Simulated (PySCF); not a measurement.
Gas-phase reaction: Sn2O2 + 4 H ⇌ SnH4 + SnO2

Energies from PySCF (xtb for GFN2), thermal terms from the rigid-rotor harmonic-oscillator model, ideal gas at 1 bar. † marks an energy on the PBE0/def2-TZVP geometry and frequencies; other levels use their own. Open shells (unrestricted): H (multiplicity 2); the rest are closed-shell singlets. GFN2 has no spin-polarisation term. Sn: scalar-relativistic def2 core potential, no spin-orbit coupling. Sn2O2, SnO2: computed as isolated molecules; such fragments, hydroxides, amides, oligomers or adducts are transient or little studied in the gas. The harmonic model lacks anharmonicity and excited electronic states, which grow with temperature; levels with a mode under 35 cm⁻¹ are left out.

ΔH° and ΔS° at 298 K: BLYP/def2-TZVP† -447 kJ, -288 J/K; GFN2-xTB -646 kJ, -292 J/K; HF/def2-TZVP† -178 kJ, -288 J/K; M06-2X/def2-TZVP† -372 kJ, -288 J/K.

Problem. With the heat capacities included, give log10 K (1 bar) at 800, 1000, 1200, 1400, 2500 K from BLYP/def2-TZVP†, GFN2-xTB, HF/def2-TZVP†, M06-2X/def2-TZVP†.

Solution. 
| T (K) | BLYP/def2-TZVP† | GFN2-xTB | HF/def2-TZVP† | M06-2X/def2-TZVP† |
|---|---|---|---|---|
| 800 | 13.3 | 26.1 | -4.2 | 8.4 |
| 1000 | 7.2 | 17.4 | -6.8 | 3.3 |
| 1200 | 3.2 | 11.6 | -8.5 | -0.1 |
| 1400 | 0.2 | 7.4 | -9.8 | -2.6 |
| 2500 | -7.5 | -3.6 | -13.2 | -9.1 |
